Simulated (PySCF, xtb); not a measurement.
difluoromethyl(fluoro)silane (CH₃F₃Si), SMILES F[SiH2]C(F)F. Atoms are numbered in the order given.

```xyz
8

F      1.6360     0.9541     0.0000
Si     0.9841    -0.5461     0.0000
C     -0.9349    -0.3922     0.0000
F     -1.3477     0.2956     1.1165
F     -1.3477     0.2956    -1.1165
H      1.4111    -1.2635    -1.2446
H      1.4111    -1.2635     1.2446
H     -1.4543    -1.3840     0.0000
```

The structure is a stationary point at PBE-D3(BJ)/def2-SVP. The values are those of a single conformer.

Computed with C-PCM-ωB97X/def2-SVP (PySCF).

The values are the electrostatic part of the solvation free energy, E(continuum) − E(gas) at the gas-phase geometry, in a cavity of scaled van der Waals radii (PySCF's table); cavitation and dispersion terms are not included. In vacuum the orbital gap is 13.43 eV. The dipole moment in vacuum is 2.88 D.

```json
[
 {"solvent": "water", "ε": "78.36", "ΔG(elec) (kcal/mol)": "-4.2", "dipole (D)": "3.51", "gap (eV)": "13.55"},
 {"solvent": "dimethylsulfoxide", "ε": "46.83", "ΔG(elec) (kcal/mol)": "-4.2", "dipole (D)": "3.51", "gap (eV)": "13.55"},
 {"solvent": "chlorobenzene", "ε": "5.70", "ΔG(elec) (kcal/mol)": "-3.4", "dipole (D)": "3.39", "gap (eV)": "13.53"}
]
```

For comparison, GFN2-xTB/ALPB(water) (xtb, at the GFN2-xTB geometry, all terms of that model) gives -2.6 kcal/mol.
